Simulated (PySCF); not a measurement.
H₅Si, SMILES [SiH5-], charge -1.

Coordinates come from a PBE0-D3(BJ)/def2-TZVPD optimisation.

All values below come from PBE0-D3(BJ)/def2-TZVPD (PySCF 2.14.0).

Frequencies are harmonic and unscaled.

Modes within 1.5 cm⁻¹ of each other (mostly degenerate sets) share a row, with their intensities summed.

Computed normal modes with their intensities:
| mode | ν (cm⁻¹) | IR (km/mol) | moving atoms (share of kinetic energy) |
|---|---|---|---|
| 1–2 | 512 | 0.1 | H 99 % |
| 3 | 950 | 894.0 | H 88 %, Si 12 % |
| 4–5 | 1012 | 724.7 | H 90 %, Si 10 % |
| 6–7 | 1182 | 0.0 | H 100 % |
| 8 | 1360 | 0.0 | H 100 % |
| 9 | 1504 | 1575.2 | H 97 % |
| 10–11 | 1936 | 1009.7 | H 96 % |
| 12 | 1962 | 0.0 | H 100 % |
